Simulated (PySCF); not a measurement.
CuI2, SMILES [I][Cu+][I] (connectivity only; charge and spin as stated), charge +1, multiplicity 3. Atoms are numbered in the order given.

```xyz
3

Cu     0.0000     0.0000     0.0000
I      0.0000     0.0000    -2.4463
I      0.0000     0.0000     2.4463
```
Charge +1, spin multiplicity 3.

Geometry optimised at B3LYP-D3(BJ)/def2-SVP. The multiplicity is an assumed one; other spin states were not compared. The def2 effective core potentials stand for the cores of I; spin–orbit coupling is left out.

Calculation: PBE0/def2-TZVPD (PySCF).

Mulliken values depend strongly on the basis, most of all with diffuse functions as here. ESP charges are fitted to the potential on shells at 1.4 to 2.0 van der Waals radii. Atomic charges (e):

```
atom  Mulliken  ESP fit  Mulliken spin
----  --------  -------  -------------
Cu1      -0.30     0.21           0.12
I2        0.65     0.40           0.94
I3        0.65     0.40           0.94
```
